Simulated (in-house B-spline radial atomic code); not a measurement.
Values are calculated unless marked as measured or tabulated.
## B in an electron gas of r_s = 2.2: phase shifts, screening, friction and resistivity

A nucleus sits in a uniform electron gas with a rigid positive background. The Kohn-Sham equations are solved self-consistently in the spin-unpolarised LDA (PW92), non-relativistic, on B-splines with outgoing waves at the boundary and partial waves to l = 8. The model has no lattice, no bands and no magnetic solution. Atomic units; δ_l are the phase shifts at the Fermi level, counted so that each bound state adds π, and good to about 0.0005.

The density parameter is r_s = 2.2 bohr, near that of the valence electrons of Ga (3 per atom, density 5.91 g/cm³, mass 69.72 u, which gives r_s = 2.19).

```tsv
l	δ_l (rad)
0	3.9106
1	1.2052
2	0.0495
3	0.0090
4	0.0018
5	0.0004
6	0.0002
7	0.0001
8	0.0001
```

Bound levels below the band bottom (hartree): s -5.936, s -0.007126.

Problem. Check the Friedel sum rule, and say where the screening charge sits.

Solution. k_F = (9π/4)^(1/3)/r_s = 0.87234. The rule is Z = (2/π) Σ (2l + 1) δ_l. The terms are s 2.490, p 2.302, d 0.158, f 0.040 and 0.017 beyond, in all 5.006 against Z = 5. Bound states hold 4 s, 0 p, 0 d electrons, so the scattering states carry 1.01 in all; where a term is smaller than its bound count, the bound level has drawn weight out of the band.

Problem. Find the transport cross section and the electronic stopping of a 2 keV B ion (mass 10.81 u).

Solution. σ_tr = (4π/k_F²) Σ (l + 1) sin²(δ_l − δ_(l+1)). The terms for l = 0 to 3 are 0.1785, 1.6747, 0.0049, 0.0002, all together 1.8584, so σ_tr = 16.513 × 1.8584 = 30.688 bohr². With n = 3/(4π r_s³) = 0.02242, the friction coefficient is Q = n k_F σ_tr = 0.6002. For v well below v_F = 0.872, dE/dx = Q v; with 24801 eV per u at v = 1, v = √(2000/(24801 × 10.81)) = 0.0864, so dE/dx = 0.05184 hartree/bohr = 26.7 eV/nm. The largest term couples the p and d waves.

Problem. What residual resistivity would 1 atomic per cent of such centres give in Ga?

Solution. Δρ = k_F n_i σ_tr/n in atomic units of 21.74 μΩ·cm. With one host atom per 3 electrons, n_i/n = 0.01/3, so Δρ = 0.8723 × 0.00333 × 30.688 × 21.74 = 1.94 μΩ·cm. This is an atom added to the gas, as on an interstitial site.

Problem. On a substitutional site the background of one host ion, a sphere holding 3 charges, is taken out. The phase shifts for l = 0 to 4 become 3.6204, 0.3579, -0.1928, -0.0615, -0.0136. What follows?

Solution. The Friedel sum is now 2.00, for Z − 3 = 2. The sum in σ_tr is 0.6234, so σ_tr = 10.29 bohr² and Δρ = 0.65 μΩ·cm per atomic per cent, 0.34 times the value above. A real host ion scatters too, so this model doesn't give zero even for the host's own atom.
